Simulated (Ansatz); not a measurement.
**Question.** Name a neutral molecule of C, F, O, Si and H with LUMO energy (B3LYP/def2-TZVPP) between -2.65 and -2.35 eV and HOMO energy (PBE0/def2-TZVPP) between -7.85 and -7.55 eV (Ansatz, PBE0-D4/def2-TZVP geometry).

**Answer.** `O=C([SiH3])C(F)F` (-2.37 eV, -7.62 eV). Other molecules can fit too; these were computed, each in one conformer that needn't be the lowest.

B3LYP here is the variant with VWN-RPA as its local correlation; programs differ in this.
